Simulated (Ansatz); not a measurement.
```yaml
crystal:
  periodic: [false, false, false]
  atoms:
    - {symbol: B, position_ang: [-1.107300, 1.142624, 0.367822]}
    - {symbol: Al, position_ang: [-0.053419, 0.075886, 0.236193]}
    - {symbol: N, position_ang: [0.419275, -0.313938, 1.290582]}
    - {symbol: Si, position_ang: [0.471297, -0.502748, -1.218888]}
    - {symbol: H, position_ang: [-1.651379, 0.967203, 0.367567]}
    - {symbol: H, position_ang: [-0.797634, 1.962733, 0.276725]}
    - {symbol: H, position_ang: [0.846691, -0.864967, 1.095878]}
    - {symbol: H, position_ang: [0.306358, -0.172492, 1.955605]}
    - {symbol: H, position_ang: [0.860949, 0.122573, -1.858077]}
    - {symbol: H, position_ang: [-0.310438, -1.045681, -1.490720]}
    - {symbol: H, position_ang: [1.216467, -1.307985, -1.089209]}
basis:
  gaussian: {orbitals: STO-3G, fitting: {mean_field: def2-universal-jkfit}, final_grid: {core_spheres: 8, valence_spheres: 7, degree: 23}}
total_charge: 1
magnetization: {spin_polarized: true, initial_magnetization: 1}
hamiltonian: {xc: {name: PBE0}, dispersion: d3bj}
output: {forces: true}
```

```sh
$ ansatz run in.yaml --threads 2 --pin off --events-out ev --progress --plain --max-ram 4352MiB
```

Output, abridged:

```
Functional definition: PBE0
534 factors; integrals over basis functions are off by at most 7.5e-3 eV
mean field evaluation 1: about -16466.8651 eV, gradient 2.5e1 eV
mean field evaluation 2: about -16467.4804 eV, gradient 2.5e1 eV
mean field evaluation 4: about -16471.7662 eV, gradient 1.9e0 eV
mean field evaluation 8: about -16471.8119 eV, gradient 1.0e-1 eV
mean field evaluation 16: about -16471.8125 eV, gradient 5.9e-5 eV
mean field -16471.81249266 eV, -605.3279441099 hartree, gradient 5.9e-5 eV, S^2 0.757689; 0 other end points of the search recorded, 0 dependent functions left out
reference -16471.81250598 eV, -605.3279445993 hartree; 23, 22 occupied and 12, 13 virtual orbitals, 534 factors
Total energy: -16472.06106378 eV, -605.3370789301 hartree
Atom 0 at    -1.107300     1.142624     0.367822 Å, force    78.615059    29.301393     1.648982 eV/Å
Atom 1 at    -0.053419     0.075886     0.236193 Å, force   -17.105278    14.901213   -28.046105 eV/Å
Atom 2 at     0.419275    -0.313938     1.290582 Å, force     5.903402     1.315680     9.916071 eV/Å
Atom 3 at     0.471297    -0.502748    -1.218888 Å, force     7.614500    -0.945115     2.173126 eV/Å
Atom 4 at    -1.651379     0.967203     0.367567 Å, force  -100.107365   -32.131279     0.523853 eV/Å
Atom 5 at    -0.797634     1.962733     0.276725 Å, force     6.620212    17.934818    -1.425071 eV/Å
Atom 6 at     0.846691    -0.864967     1.095878 Å, force    25.740646   -32.181853    -8.030995 eV/Å
Atom 7 at     0.306358    -0.172492     1.955605 Å, force    -7.438502    10.128865    52.491969 eV/Å
Atom 8 at     0.860949     0.122573    -1.858077 Å, force    13.294526    22.532878   -23.248526 eV/Å
Atom 9 at    -0.310438    -1.045681    -1.490720 Å, force   -26.323371   -17.424129    -9.823064 eV/Å
Atom 10 at     1.216467    -1.307985    -1.089209 Å, force    13.186171   -13.432473     3.819759 eV/Å
Dipole moment:     0.086989    -0.027778     0.155378 e Å
```

In this input the geometry is squeezed to about two thirds of its size. Self-consistency was reached. The result belongs to that input, not to the molecule as meant.
